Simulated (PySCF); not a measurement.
C2H4Cl2Si2, SMILES C#C[Si]([SiH3])(Cl)Cl.

Geometry optimised at B3LYP-D3(BJ)/def2-SVP. This is a generated structure with no PubChem entry under its InChIKey; it may be hypothetical.

Computed with PBE/def2-TZVP (PySCF).

Symmetry labels are those of the subgroup Cs that the program uses (full group Cs).

Computed valence orbital energies around the gap with their symmetry:
| orbital | symmetry | energy (eV) |
|---|---|---|
| HOMO−7 | A" | -8.89 |
| HOMO−6 | A' | -8.87 |
| HOMO−5 | A' | -8.39 |
| HOMO−4 | A" | -8.24 |
| HOMO−3 | A" | -7.90 |
| HOMO−2 | A' | -7.63 |
| HOMO−1 | A" | -7.45 |
| HOMO | A' | -7.14 |
| LUMO | A" | -2.01 |
| LUMO+1 | A' | -2.01 |
| LUMO+2 | A' | -0.95 |
| LUMO+3 | A" | -0.45 |
